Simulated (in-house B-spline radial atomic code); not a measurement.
**RPA and G0W0 on B3LYP (VWN-RPA): the technetium ion Tc⁷⁺**

Configuration [Ar] 3d10 4s2 4p6, mean-field start B3LYP (VWN-RPA). Computed with a B-spline radial code for spherical atoms: all electrons, scalar-relativistic (spin-free one-electron X2C), finite nucleus, each spin shell either full or empty, empty states to l = 9 with an (l + 1/2)⁻⁴ tail; G0W0 by contour deformation at full frequency.

Command:
```bash
python run_gw.py task.json out
```
Settings (radii: box in bohr, nucleus in fm):
```
Z                        43
electrons                36
configuration            [Ar] 3d10 4s2 4p6
hamiltonian              x2c
method                   b3lyp
lmax                     9
rms_radius               4.41117
spin_polarised           False
box_radius               8.41
intervals                66
```

Cost of the run: 1.9 s on 1 thread of Arm Neoverse V2, on a shared host.

Energies (hartree):

```tsv
term	value
mean-field total	-4273.81268
Hartree-Fock functional on these orbitals	-4271.81692
direct second order	-3.0679
second-order exchange	0.87967
SOSEX correction	0.82629
```

(1) What is the RPA correlation energy, and what remains with SOSEX?

Quasi-particle levels (eV):

```
level  occupied  mean field  Σx - vxc     Σc  QP weight     G0W0
   4p       yes     -144.41     -7.30      ?          ?        ?
   3d       yes     -362.56    -23.91   6.60      0.916  -379.86
   4d        no      -95.50      8.58  -2.44      0.973   -89.36
```

G0W0 = mean field + (Σx - vxc) + Σc, with Σc (partial-wave tail included) taken at the quasi-particle energy. Only the outer levels were computed. Levels of low weight are left out.

(2) Where does G0W0 put 4p?

Answers

(1) RPA gives -2.7536 hartree (-2.08 eV per electron); RPA + SOSEX gives -1.9273, and the second-order doubles -2.1882 hartree (no singles). SOSEX takes back 30 % of the RPA value.

(2) At -152.51 eV, with Σc = -0.80 eV and a quasi-particle weight of 0.965. The tabulated removal energy is 150 ± 2.1 eV (NIST, tabulated theory); the calculation leaves out spin-orbit coupling, Breit and QED terms, and what these don't explain is the method's own error.
